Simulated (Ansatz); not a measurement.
System: SiHCl2, charge 0, doublet. SiHCl2 (SMILES Cl[SiH]Cl, doublet).
B3LYP-D3(BJ)/def2-TZVP minimum from Ansatz (a first-principles code):
```xyz
4

Cl    -0.0444    -1.6964     0.3495
Si    -0.5203     0.0665    -0.6084
Cl     0.4756     1.6440     0.2700
H     -0.0476    -0.0405    -2.0131
```
Charge 0, spin multiplicity 2.

Hartree-Fock and MP2 correlation energies in hartree (Ansatz). Radicals and triplets start from unrestricted determinants; spin-orbit coupling is neglected. Cores are frozen in correlated methods. No relativity.

```
basis        X        E(HF)  E(corr, MP2)
-----------  -  -----------  ------------
cc-pV(T+d)Z  3  -1208.63833      -0.47269
cc-pV(Q+d)Z  4  -1208.64894      -0.52020
cc-pV(5+d)Z  5  -1208.65078      withheld
```

Question: Fit E(corr) = E∞ + A/X³ to X = 3 and 4, predict X = 5, and compare with the run.

Answer: A = (-0.47269 - (-0.52020))/(1/27 - 1/64) = 2.2188; E∞ = -0.52020 - A/64 = -0.55487; at X = 5, E∞ + A/125 = -0.53712. The run gave -0.54029, 3.17 mEh below the prediction. The same form on X = 4 and 5 gives E∞ = -0.56137, 6.50 mEh below the first estimate.
